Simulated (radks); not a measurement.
The numbers below are computed, except where a source is named.
Problem. All-electron atom: Eu VII in [Kr] 4d10 4f5 5s2 5p4. Code: a radial shooting solver on a logarithmic mesh with Libxc functionals. Model: Dirac Kohn-Sham, relativistic LDA (MacDonald-Vosko exchange, VWN5 correlation), spin-unpolarised, spherical densities, finite nucleus; open shells fill j = l - 1/2 first; Fermi nuclear charge, rms radius 5.1115 fm. Some entries of the table are withheld. Estimate them.

| orbital | occ. | eigenvalue (eV) | <r> (bohr) |
|---|---|---|---|
| 1s1/2 | 2 | -48090.75 | 0.02241 |
| 2s1/2 | 2 | -7977.352 | 0.09492 |
| 2p1/2 | 2 | -7581.819 | 0.07929 |
| 2p3/2 | 4 | -6941.037 | 0.08599 |
| 3s1/2 | 2 | -1824.968 | 0.2500 |
| 3p1/2 | 2 | -1652.379 | (1) |
| 3p3/2 | 4 | -1521.708 | (2) |
| 3d3/2 | 4 | -1220.300 | 0.2239 |
| 3d5/2 | 6 | -1191.721 | 0.2279 |
| 4s1/2 | 2 | -430.9749 | 0.5655 |
| 4p1/2 | 2 | -363.9400 | (3) |
| 4p3/2 | 4 | -334.6025 | (4) |
| 4d3/2 | 4 | (5) | 0.6412 |
| 4d5/2 | 6 | (6) | 0.6512 |
| 5s1/2 | 2 | -119.4247 | 1.285 |
| 5p1/2 | 2 | (7) | (8) |
| 5p3/2 | 2 | (9) | (10) |
| 4f5/2 | 5 | -86.1769 | (11) |
| 4f7/2 | 0 | -85.4091 | (12) |

Solution. 
(1) 3p1/2 <r> (bohr): 0.2394
(2) 3p3/2 <r> (bohr): 0.2523
(3) 4p1/2 <r> (bohr): 0.5775
(4) 4p3/2 <r> (bohr): 0.6063
(5) 4d3/2 eigenvalue (eV): -223.3612
(6) 4d5/2 eigenvalue (eV): -218.0086
(7) 5p1/2 eigenvalue (eV): -98.9377
(8) 5p1/2 <r> (bohr): 1.389
(9) 5p3/2 eigenvalue (eV): -93.7049
(10) 5p3/2 <r> (bohr): 1.452
(11) 4f5/2 <r> (bohr): 0.7928
(12) 4f7/2 <r> (bohr): 0.7994
